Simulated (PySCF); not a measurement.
**Highest orbital energy against ionisation energy along the 4p block**

Calculated with PySCF 2.14, no spin-orbit coupling. Each cell gives −ε(HOMO) / ΔSCF in eV; NIST values include spin-orbit coupling, (s) semi-empirical, (t) theoretical.

```tsv
species	UHF	LDA	PBE	PBE0	r2SCAN	NIST (lowest levels)
Ga⁺ (x2c-QZVPPall with one added diffuse shell each of s, p, d, f type, spin-free X2C)	19.035 / 18.750	16.652 / 21.166	16.329 / 20.790	17.218 / 20.443	16.610 / 20.525	20.515
Ge⁺ (x2c-QZVPPall with one added diffuse shell each of s, p, d, f type, spin-free X2C)	15.583 / 15.257	11.713 / 15.907	11.705 / 15.777	12.825 / 15.808	12.090 / 15.984	15.935
As⁺ (x2c-QZVPPall with one added diffuse shell each of s, p, d, f type, spin-free X2C)	18.447 / 17.979	14.048 / 18.661	14.018 / 18.502	15.295 / 18.556	14.454 / 18.724	18.589
Se⁺ (x2c-QZVPPall with one added diffuse shell each of s, p, d, f type, spin-free X2C)	21.428 / 20.838	16.441 / 21.468	16.403 / 21.300	17.848 / 21.394	16.921 / 21.579	21.196 ± 0.01
Br⁺ (x2c-QZVPPall with one added diffuse shell each of s, p, d, f type, spin-free X2C)	21.100 / 20.240	16.622 / 21.663	16.508 / 21.375	17.914 / 21.385	16.888 / 21.455	21.591
Kr⁺ (x2c-QZVPPall with one added diffuse shell each of s, p, d, f type, spin-free X2C)	24.216 / 23.228	19.176 / 24.622	19.038 / 24.305	20.603 / 24.343	19.464 / 24.422	24.360
```

**Question.** How far is −ε(HOMO) from ΔSCF on average for each method, and why?

**Answer.** UHF 0.59 eV; LDA -4.81 eV; PBE -4.67 eV; PBE0 -3.37 eV; r2SCAN -4.38 eV. Hartree-Fock orbital energies lack relaxation and so exceed the ΔSCF value; semilocal functionals have convex E(N) from self-interaction, so their HOMO lies far too high; exact exchange moves hybrids part of the way back.
